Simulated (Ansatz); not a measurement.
Correlation energies of CH3AlBr, SMILES `[CH3][Al][Br]` radical by basis set

Z-matrix (Å, degrees):
```
C
Al 1 1.965
H 1 1.093 2 110.3
H 1 1.094 2 110.3 3 120.6
H 1 1.094 2 110.4 3 -120.7
Br 2 2.287 1 117.6 3 -0.2
```

The species carries charge 0 and has multiplicity 2. Correlated methods include outer-core shells of Br, which these sets cover unevenly. Scalar relativity is left out up to krypton. The structure was optimised at the PBE0-D4/def2-TZVP level. Frozen core, unrestricted reference, the Gaussian-basis code of Ansatz.

```tsv
basis	HF (Eh)	MP2 corr.
def2-SVP	-2853.57672	-0.41859
def2-TZVPP	-2854.02218	-0.50689
def2-QZVPP	-2854.08029	-0.84119
```

Problem. Estimate the CCSD correlation energy and the (T) correction in each basis where they were run (hartree).

Solution. 
| basis | CCSD corr. | (T) |
| --- | --- | --- |
| def2-SVP | -0.44274 | -0.01093 |
| def2-TZVPP | -0.53213 | -0.01945 |
